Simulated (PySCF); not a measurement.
GeH$_{5}$N$_{2}$Si, GeH$_{7}$NOSi, CH$_{7}$GeNSi (calculated)

Computed with PySCF 2.14.0. Calculation on a computer-drawn molecule: the log of a Hartree-Fock and frozen-core CCSD(T) single point meant for a local Hartree-Fock minimum, with one planted fault or none, to be diagnosed. Offsets are logged minus clean, where the clean run is the same molecule without the fault. The reference is restricted for singlets and unrestricted otherwise, and also for a bond in bohr or an excited solution. Adding or removing an electron swaps singlet and doublet. The excited solution moves the top pair (singlet) or top alpha electron (doublet) to the lowest empty orbital. Highest occupied and lowest empty are orbital energies over both spins, largest force is the largest gradient component, triples share is (T) over the correlation energy, the T1 limit is 0.02 restricted and 0.045 unrestricted, electrons count all cores, a negative frequency is imaginary (commonest isotopes), and the dipole is about the centre of nuclear charge; on germanium a core potential holds 10 electrons, which the energies leave out, and 3d is frozen in MP2 and coupled-cluster steps.

Common to all runs: meant multiplicity 1; meant basis cc-pV(D+d)Z; meant basis and core potential on germanium cc-pVDZ-PP ECP10MDF; logged SCF converged yes; logged CC converged yes; logged SCF stable within its kind yes; possible faults no fault, one electron removed, one electron added, multiplicity raised by two, geometry at a saddle point, SCF held on an excited solution, minimal basis STO-3G, one bond length entered in bohr, all coordinates scaled.

(1) 
```xyz
9
formula=GeH5N2Si meant_charge=1 logged_electrons=64 logged_basis_functions=99 logged_spin_squared=2.0301 logged_highest_occupied=-11.28 logged_lowest_empty=-5.6873 logged_largest_force=0.11394 logged_T1_diagnostic=0.016439 logged_D1_diagnostic=0.053619 logged_triples_share=0.025918 logged_dipole_magnitude=7.1837 logged_energy_HF=-693.80207 logged_energy_CCSD(T)=-694.31629 planted_fault=multiplicity_raised_by_two HF_energy_offset_from_clean_run=72.42 CCSD(T)_energy_offset_from_clean_run=96.91
N     -1.9064     1.8263     0.0720
Si    -0.9618     0.4864    -0.0656
N     -0.1655    -0.1763     1.1407
Ge     0.7196    -0.9693     2.3345
H     -2.0564     2.3335     0.9251
H     -2.3976     2.2231    -0.7091
H     -0.9186    -0.0502    -1.4183
H      0.0847    -2.0765     3.1427
H      2.1492    -0.5683     2.6133
```

Units: logged_highest_occupied, logged_lowest_empty in eV; logged_largest_force in hartree/bohr; logged_dipole_magnitude in debye; logged_energy_HF, logged_energy_CCSD(T) in hartree; HF_energy_offset_from_clean_run, CCSD(T)_energy_offset_from_clean_run in kcal/mol.

Drawn bonds:
```csv
atom,other atom,order
1,2,1
2,3,1
3,4,2
1,5,1
1,6,1
2,7,1
4,8,1
4,9,1
```

(2) 
```xyz
11
formula=GeH7NOSi meant_charge=0 logged_electrons=68 logged_basis_functions=109 logged_spin_squared=0 logged_highest_occupied=-10.152 logged_lowest_empty=3.2932 logged_largest_force=0.052227 logged_T1_diagnostic=0.013464 logged_D1_diagnostic=0.039693 logged_triples_share=0.025533 logged_dipole_magnitude=2.0107 logged_energy_HF=-715.73649 logged_energy_CCSD(T)=-716.37411 planted_fault=all_coordinates_scaled,by_+6.7_% HF_energy_offset_from_clean_run=26.04 CCSD(T)_energy_offset_from_clean_run=17.02
N     -0.6103     1.9404     1.1123
Si     1.0235     1.2583     1.5904
O      2.0160     2.5313     2.2978
Ge     2.0861     0.2815    -0.5298
H     -1.1737     1.4781     0.3291
H     -1.2695     2.3147     1.8698
H      0.9828     0.1669     2.7271
H      2.1248     3.3862     1.7725
H      2.4870     1.4680    -1.5888
H      3.4476    -0.5567    -0.1783
H      1.0584    -0.7377    -1.3028
```

Units: logged_highest_occupied, logged_lowest_empty in eV; logged_largest_force in hartree/bohr; logged_dipole_magnitude in debye; logged_energy_HF, logged_energy_CCSD(T) in hartree; HF_energy_offset_from_clean_run, CCSD(T)_energy_offset_from_clean_run in kcal/mol.

Drawn bonds:
```csv
atom,other atom,order
1,2,1
2,3,1
2,4,1
1,5,1
1,6,1
2,7,1
3,8,1
4,9,1
4,10,1
4,11,1
```

(3) 
```xyz
11
formula=CH7GeNSi meant_charge=0 logged_electrons=65 logged_basis_functions=109 logged_spin_squared=0.7614 logged_highest_occupied=-15.99 logged_lowest_empty=-5.4023 logged_largest_force=0.094754 logged_T1_diagnostic=0.02023 logged_D1_diagnostic=0.10691 logged_triples_share=0.027796 logged_dipole_magnitude=6.0752 logged_energy_HF=-678.44057 logged_energy_CCSD(T)=-678.97603
N     -0.8773    -2.8867    -0.8366
Si     0.4240    -1.8257    -0.7058
C      0.4080    -0.2419    -0.1163
Ge    -1.0970     0.7476     0.5530
H     -0.7881    -3.8146    -1.1983
H     -1.8133    -2.6597    -0.5643
H      1.6298    -2.5074    -1.2008
H      1.3667     0.2709    -0.1194
H     -2.3656    -0.1267     0.4844
H     -1.3722     2.0237    -0.2615
H     -0.9133     1.1795     2.0183
```

Units: logged_highest_occupied, logged_lowest_empty in eV; logged_largest_force in hartree/bohr; logged_dipole_magnitude in debye; logged_energy_HF, logged_energy_CCSD(T) in hartree.

Drawn bonds:
```csv
atom,other atom,order
1,2,1
2,3,2
3,4,1
1,5,1
1,6,1
2,7,1
3,8,1
4,9,1
4,10,1
4,11,1
```

Q: Which fault was planted in the run of CH$_{7}$GeNSi (entry 3)?
A: one electron removed

Further results for CH$_{7}$GeNSi (entry 3):

| Quantity | Value |
| --- | --- |
| HF energy offset from clean run | 150.1 kcal/mol |
| CCSD(T) energy offset from clean run | 174.6 kcal/mol |
